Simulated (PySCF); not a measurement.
Job file and geometry (Å, from GFN2-xTB) of an NMR shielding run on `C[Si@@H]([SiH3])[Si@@H]([SiH3])C[SiH3]`, C$_{2}$H$_{16}$Si$_{5}$, GIAO PBE0/pcSseg-1 NMR shielding, non-relativistic, gas phase (PySCF 2.14.0, density-fitted response routines); density fitting, a coarse starting grid and PySCF grid level 2 are the driver's defaults:

```
$ OMP_NUM_THREADS=1 python probes_run.py task.json out

{"job": {"kind": "nmr", "xc": "PBE0", "basis": "pcSseg-1"}, "charge": 0, "multiplicity": 1}
C      1.910779    -0.838113    -1.658819
Si     1.561820    -0.863829     0.220494
Si     3.398505     0.046648     1.307645
Si    -0.501944     0.205126     0.543287
Si    -0.728269     2.243863    -0.540180
C     -1.914761    -0.981936     0.016183
Si    -3.689292    -0.442482     0.423082
H      1.997619     0.181920    -2.023962
H      2.836370    -1.351773    -1.901627
H      1.115632    -1.319299    -2.221297
H      1.471252    -2.307428     0.550685
H      3.143512     0.214644     2.740766
H      3.724967     1.378387     0.787208
H      4.636119    -0.732687     1.202317
H     -0.691258     0.390033     2.001890
H     -1.953008     2.993832    -0.251870
H      0.387585     3.129563    -0.188969
H     -0.677530     2.099628    -2.000062
H     -1.840302    -1.151454    -1.059732
H     -1.734570    -1.952874     0.480389
H     -4.632850    -1.495394     0.032277
H     -4.010516     0.784123    -0.311716
H     -3.814613    -0.203513     1.862087
```

Question: What does the program print?

Answer: 
```
coarse grid: 20216 points
cycle   1  E = -1532.4342592591  dE = -1.532e-01  |g| = 4.444e-01  |ddm| = 4.141e+00
cycle   2  E = -1532.4072402549  dE =  2.702e-02  |g| = 5.316e-01  |ddm| = 8.186e-01
cycle   3  E = -1532.4839876157  dE = -7.675e-02  |g| = 4.826e-02  |ddm| = 5.367e-01
cycle   4  E = -1532.4846475952  dE = -6.600e-04  |g| = 1.815e-02  |ddm| = 9.457e-02
cycle   5  E = -1532.4847409410  dE = -9.335e-05  |g| = 5.697e-03  |ddm| = 2.821e-02
cycle   6  E = -1532.4847494198  dE = -8.479e-06  |g| = 1.056e-03  |ddm| = 7.269e-03
final grid: 168000 points
cycle   7  E = -1532.5221668777  dE = -2.196e-05  |g| = 6.631e-03  |ddm| = 2.224e-02
cycle   8  E = -1532.5221592948  dE =  7.583e-06  |g| = 8.316e-03  |ddm| = 1.349e-02
cycle   9  E = -1532.5221777849  dE = -1.849e-05  |g| = 5.240e-04  |ddm| = 8.082e-03
cycle  10  E = -1532.5221778417  dE = -5.685e-08  |g| = 1.720e-04  |ddm| = 7.956e-04
cycle  11  E = -1532.5221778498  dE = -8.085e-09  |g| = 4.196e-05  |ddm| = 2.164e-04
cycle  12  E = -1532.5221778503  dE = -4.493e-10  |g| = 1.022e-05  |ddm| = 6.404e-05
converged SCF energy = -1532.5221778503

GIAO shielding tensors (ppm)
atom      isotropic    diamagn.    paramagn.     s11        s22        s33       span
  0 C      194.784     254.441     -59.657    190.480    194.068    199.804      9.324
  1 Si     425.036     882.522    -457.486    409.571    414.481    451.057     41.485
  2 Si     463.848     880.702    -416.855    448.012    458.312    485.218     37.206
  3 Si     425.350     883.633    -458.283    389.466    417.203    469.381     79.915
  4 Si     469.219     882.293    -413.074    458.216    466.177    483.265     25.048
  5 C      199.672     258.955     -59.283    193.686    196.168    209.162     15.476
  6 Si     420.353     879.134    -458.781    388.243    404.351    468.463     80.220
  7 H       31.733      33.013      -1.280     27.208     29.934     38.058     10.850
  8 H       31.360      29.783       1.576     25.850     28.407     39.821     13.971
  9 H       31.306      33.126      -1.820     25.871     29.846     38.200     12.328
 10 H       27.591      31.327      -3.736     24.489     25.620     32.664      8.175
 11 H       28.307      29.489      -1.182     24.405     26.516     34.001      9.596
 12 H       28.340      29.699      -1.359     24.720     26.953     33.348      8.628
 13 H       28.189      28.963      -0.773     24.555     25.587     34.425      9.870
 14 H       27.627      32.543      -4.916     23.671     26.848     32.363      8.692
 15 H       28.045      30.444      -2.398     23.884     26.342     33.911     10.027
 16 H       28.346      30.702      -2.356     24.239     26.791     34.009      9.770
 17 H       28.325      31.092      -2.768     24.999     26.736     33.238      8.239
 18 H       31.895      34.442      -2.548     26.186     30.947     38.552     12.366
 19 H       31.709      33.371      -1.662     24.927     30.616     39.585     14.659
 20 H       27.524      27.737      -0.214     23.572     25.040     33.958     10.386
 21 H       27.746      28.840      -1.094     23.477     27.447     32.312      8.835
 22 H       27.815      28.624      -0.809     24.159     26.305     32.982      8.824
```

Size and cost of the density-fitted run: 234 basis functions, 96 s wall time on 1 thread of an Arm Neoverse N1, shared host; peak memory 1.1 GiB.
